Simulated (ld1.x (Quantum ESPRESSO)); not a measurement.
# Varying the ultrasoft potential for germanium (Ge)

Base potential:

```json
{
  "Element": "germanium (Ge)",
  "Generator": "ld1.x (Quantum ESPRESSO) 7.5",
  "Type": "ultrasoft",
  "Functional": "PBEsol",
  "Relativity": "scalar-relativistic",
  "Frozen core": "[Ar]",
  "Valence charge": "14",
  "Reference configuration": "3d10 4s2 4p2",
  "Partial waves": "4s (bound): rcut 1.75, rcutus 2.00 bohr; 4s channel at 1.8 Ry: rcut 1.75, rcutus 2.00 bohr; 4p (bound): rcut 2.40, rcutus 2.65 bohr; 4p channel at 0.45 Ry: rcut 2.40, rcutus 2.65 bohr; 3d (bound): rcut 0.80, rcutus 0.90 bohr; 3d channel at -0.45 Ry: rcut 0.80, rcutus 0.90 bohr",
  "Local potential": "all-electron potential smoothed inside 1.40 bohr (lloc = -2)",
  "Core correction": "Bessel-smoothed model core, default radius (core density twice the valence density)",
  "Augmentation charge": "PSQ, inside the norm-conserving radii"
}
```

Cutoffs, loose and tight: the cutoffs (Ry, on a coarse ladder) from which the occupation-weighted sum of valence levels, in a spherical-Bessel basis at the reference potential, stays within 10 and 1 mRy of its value at 400 Ry. They do not see the model core or the augmentation charge, which bear on the density cutoff. Test errors are all-electron minus pseudo excitation energies from the reference, over the configurations 3d10 4s2 4p1; 3d10 4s2 4p0; 3d10 4s1 4p0; 3d10 4s2 4p1.5; 3d9 4s2 4p2; 3d10 4s1 4p3; 3d10 4s1 4p2. A dash means not determined; rows that change the core or the reference have their own tests. The largest error is taken over the tests solved by every variant that gives reliable tests at all: 3d10 4s1 4p0; 3d10 4s2 4p0; 3d10 4s2 4p1; 3d10 4s2 4p1.5.

Cutoffs are not given where the Bessel-basis levels miss the radial ones by over 6 mRy, ghosts where they miss by over 20 mRy; a channel whose overlap is not positive is not tested.

A file whose overlap is not positive is unfit for use, and its test errors describe a broken file.

| change | outcome | cutoff, loose | cutoff, tight | bound ghosts | largest test error (meV) |
| --- | --- | --- | --- | --- | --- |
| base | generated | 200 Ry | over 300 Ry | none | -77 |
| all radii but the core radius scaled by about 0.76 (s 1.52, p 2.00, d 0.68 bohr, rcut 1.32/1.82/0.60); local potential all-electron potential smoothed inside 1.06 bohr (lloc = -2) | generated | over 300 Ry | over 300 Ry | none | -22 |
| all radii but the core radius scaled by about 0.83 (s 1.66, p 2.18, d 0.74 bohr, rcut 1.44/1.98/0.66); local potential all-electron potential smoothed inside 1.16 bohr (lloc = -2) | generated | 300 Ry | over 300 Ry | none | -34 |
| all radii but the core radius scaled by about 0.92 (s 1.84, p 2.44, d 0.82 bohr, rcut 1.60/2.20/0.74); local potential all-electron potential smoothed inside 1.28 bohr (lloc = -2) | generated | 230 Ry | over 300 Ry | none | -57 |
| all radii but the core radius scaled by about 1.05 (s 2.10, p 2.78, d 0.94 bohr, rcut 1.84/2.52/0.84); local potential all-electron potential smoothed inside 1.46 bohr (lloc = -2) | generated | 180 Ry | 300 Ry | none | -106 |
| all radii but the core radius scaled by about 1.14 (s 2.28, p 3.02, d 1.02 bohr, rcut 2.00/2.74/0.92); local potential all-electron potential smoothed inside 1.60 bohr (lloc = -2) | generated, overlap not positive | – | – | not determined (overlap not positive) | test run stopped at test 1 of 7 (negative rho) |
| all radii but the core radius scaled by about 1.18 (s 2.36, p 3.14, d 1.06 bohr, rcut 2.08/2.84/0.94); local potential all-electron potential smoothed inside 1.66 bohr (lloc = -2) | generated | 140 Ry | 230 Ry | none | -176 |
| all radii but the core radius scaled by about 1.29 (s 2.58, p 3.42, d 1.16 bohr, rcut 2.26/3.10/1.04); local potential all-electron potential smoothed inside 1.80 bohr (lloc = -2) | generated | 110 Ry | 180 Ry | none | -266 |
| all radii but the core radius scaled by about 1.35 (s 2.70, p 3.60, d 1.22 bohr, rcut 2.38/3.26/1.08); local potential all-electron potential smoothed inside 1.90 bohr (lloc = -2) | generated, overlap not positive | – | – | not determined (overlap not positive) | -356 |

Reading the sweep of the scale of all radii but the core radius (base = 1) (base included, trends over the rows without a ghost): The loose cutoff falls from 300 Ry at 0.83 to 110 Ry at 1.29. A larger radius leaves more room for a smooth pseudo-wave, so fewer plane waves are needed; a smaller one forces it to follow the all-electron wave where it bends sharply. The median size of the test errors (rows with all tests solved) rises from 1.7 meV at 0.83 to 13.3 meV at 1.29. More of the atom is replaced by a form fitted at one configuration, so other configurations suffer as the radius grows.
